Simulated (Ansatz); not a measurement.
Cost and result for the atomization energy of `C[N](C)[In]([NH2])[Cl]` (14 atoms, 13 bonds).

```tsv
atom	x (Å)	y (Å)	z (Å)
C1	-1.410	0.014	1.360
N2	-0.450	0.247	0.313
C3	-0.826	1.305	-0.587
In4	1.117	-0.948	-0.002
N5	2.575	-0.737	-1.373
Cl6	1.406	-2.597	1.624
H7	-1.545	0.915	1.978
H8	-2.399	-0.257	0.960
H9	-1.083	-0.793	2.018
H10	-1.777	1.096	-1.102
H11	-0.064	1.468	-1.353
H12	-0.954	2.256	-0.049
H13	2.282	-0.396	-2.278
H14	3.129	-1.572	-1.509
```

The species carries charge 0 and has multiplicity 1. Correlated methods include outer-core shells of In, which these sets cover unevenly. In: def2 effective core potential. Geometry: relaxed with PBE0-D4/def2-TZVP. It is one conformer, not always the lowest. Program: Ansatz. All runs use 2 threads of an AMD EPYC 7R13 on a shared host and a share of an NVIDIA H100 80 GB. Times are those of one run each, without the atoms' runs, and a repeat can differ threefold. Electronic energies, without spin–orbit coupling; frozen cores. CCSD(T)/CBS adds CCSD(T) − MP2 in def2-TZVPP to the MP2 limit, and its time is that of the two runs behind it. T1 = 0.014. With those shells the extrapolation isn't a true limit. B3LYP takes the VWN-RPA correlation (the form of Gaussian; ORCA's B3LYP/G).

CCSD(T)/CBS is a level of theory with its own doubt, some kJ/mol a heavy atom from the limit and from the frozen cores, so smaller differences don't rank the functionals.

| level | functions | atomization (kcal/mol) | difference from CCSD(T)/CBS | per bond |
| --- | --- | --- | --- | --- |
| CCSD(T)/CBS(def2) | – | 1147.7 | 0.0 | 0.0 |
| B2PLYP/def2-TZVPP | 328 | 1128.6 | -19.1 | -1.5 |
| r2SCAN-D4/def2-TZVPP (with forces) | 328 | 1140.4 | -7.3 | -0.6 |
| ωB97M-V/def2-TZVPP (with forces) | 328 | 1147.7 | 0.0 | 0.0 |
| PBE-D4/def2-TZVPP (with forces) | 328 | 1166.8 | 19.1 | 1.5 |
| CCSD(T)/def2-TZVPP | 328 | 1112.1 | -35.6 | -2.7 |
| ωB97X-V/def2-TZVPP | 328 | 1149.8 | 2.1 | 0.2 |
| B3LYP-D4/def2-TZVPP (with forces) | 328 | 1141.6 | -6.1 | -0.5 |
| PBE0-D4/def2-TZVPP | 328 | 1144.7 | -3.0 | -0.2 |
| MP2/def2-QZVPP | 620 | 1147.6 | -0.1 | 0.0 |

Order the runs by time, with rough figures. (Best estimate.)

Computed: PBE0-D4/def2-TZVPP 1.9 s; B3LYP-D4/def2-TZVPP (with forces) 2.4 s; PBE-D4/def2-TZVPP (with forces) 2.4 s; B2PLYP/def2-TZVPP 2.7 s; r2SCAN-D4/def2-TZVPP (with forces) 3 s; ωB97X-V/def2-TZVPP 3.7 s; ωB97M-V/def2-TZVPP (with forces) 3.8 s; MP2/def2-QZVPP 4.6 s; CCSD(T)/def2-TZVPP 9 s; CCSD(T)/CBS(def2) 14 s.

From PBE to PBE0 (25 % exact exchange), in def2-TZVPP and without D4, the atomization energy moves by −21.0 kcal/mol: exact exchange takes away binding that semilocal exchange gives to molecules. In def2-TZVPP, CCSD(T) changes the Hartree–Fock value by +317.6 kcal/mol (the triples alone add +19.2 kcal/mol) and MP2 by +331.9 kcal/mol; breaking electron pairs costs correlation energy, which Hartree–Fock lacks. The D4 term adds +12.0 kcal/mol with B3LYP and +6.4 kcal/mol with PBE0; it sums over pairs of atoms, weighted by their polarisabilities, and B3LYP, whose exchange is more repulsive, gets the larger term.

Spin–orbit coupling would lower the free In atoms strongly, and the atomization energy with them, by more than many differences here.
